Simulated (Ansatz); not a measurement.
Basis-set extrapolation for `[KH]` (PBE0-D4/def2-TZVP geometry, frozen core, the Gaussian-basis code of Ansatz). Multiplicity 1, RHF reference. For K the program correlates outer-core shells too, which these sets cover unevenly, so the extrapolated numbers aren't a true limit.

```
                      def2-TZVPP   def2-QZVPP
                 HF  -599.683184  -599.695940
    MP2 correlation    -0.182582    -0.234348
CCSD(T) correlation    -0.204637    -0.267777
```

Energies in hartree. Use E(X) = E(∞) + A·exp(−7.88·√X) for Hartree–Fock and E(X) = E(∞) + B·X^(−2.97) for correlation, with X = 3 and 4.

Q: What is the CCSD(T) energy at the basis-set limit?

A: HF limit: -599.695940 + (-0.012756) × 0.13774 = -599.69770. Correlation limit: -0.267777 + (-0.063140) × 0.74074 = -0.31455. Total: -600.01225 hartree, 326.7 kJ/mol below CCSD(T)/def2-TZVPP.
